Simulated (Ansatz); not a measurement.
The same group exchange along the group O, S, Te.

Isolated molecules relaxed with PBE0-D4/def2-TZVP in Ansatz; ΔE leaves out vibrations. CCSD(T)/CBS is the MP2 limit (def2-TZVPP, def2-QZVPP) plus CCSD(T) − MP2 in def2-TZVPP, frozen cores. This one scheme is used for every species. Elements past krypton have def2 core potentials. For As, Te outer-core shells are correlated without core-valence functions, which leaves a few kJ/mol of doubt a bond. Scalar relativity is left out up to krypton. One conformer a species, not always the lowest.

Question: Order these by ΔE at CCSD(T)/CBS, lowest first. (Best estimate.)
A. `N[AsH]O` + BH₃ → `B[AsH]N` + H₂O
B. `N[AsH][TeH]` + BH₃ → `B[AsH]N` + H₂Te
C. `N[AsH]S` + BH₃ → `B[AsH]N` + H₂S

Answer: A (-0.20 eV), C (+0.06 eV), B (+0.43 eV).

Largest T1 diagnostic: 0.014, for `B[AsH]N`.
